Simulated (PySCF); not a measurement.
BrH₅N₂Sn, SMILES [NH2][SnH]([NH2])[Br].

Geometry: B3LYP-D3(BJ)/def2-SVP. The def2 effective core potentials stand for the cores of Sn; spin–orbit coupling is left out. The values are those of a single conformer.

Calculation: C-PCM-B3LYP/def2-SVP in PySCF.

The values are the electrostatic part of the solvation free energy, E(continuum) − E(gas) at the gas-phase geometry, in a cavity of scaled van der Waals radii (PySCF's table); cavitation and dispersion terms are not included. A continuum can't describe solvent molecules that bind to the metal. In vacuum the orbital gap is 5.90 eV. The dipole moment in vacuum is 1.30 D.

| solvent | ε | ΔG(elec) (kcal/mol) | dipole (D) | gap (eV) |
|---|---|---|---|---|
| water | 78.36 | -8.0 | 1.73 | 5.96 |
| chlorobenzene | 5.70 | -6.5 | 1.64 | 5.96 |
| dimethylsulfoxide | 46.83 | -7.9 | 1.73 | 5.96 |
